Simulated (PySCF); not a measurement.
GeH₄, SMILES [GeH4]. Geometry optimised at ωB97X-D3(BJ)/def2-TZVPD. The isomer is the one that the SMILES or the coordinates give; other isomers of the formula were not compared.

Computed with ωB97X-D3(BJ)/def2-TZVPD in PySCF 2.14.0.

Harmonic wavenumbers (cm⁻¹): 843, 843, 843, 941, 941, 2196, 2196, 2196, 2201. Rotational constants (GHz): 80.11, 80.11, 80.11; symmetry number 12.

### Question
Work out the zero-point energy and the ideal-gas rigid-rotor harmonic-oscillator thermochemistry at 298.15 K and 1 atm.

### Answer
ZPE = ½ Σ hcν = ½ × 13202 cm⁻¹ = 18.87 kcal/mol. H − E(el) = 21.43 kcal/mol. Entropy in cal/(mol K): translation 38.93, rotation 12.15, vibration 0.76, total 51.84. G − E(el) = 5.97 kcal/mol. Cp = 10.61 cal/(mol K).
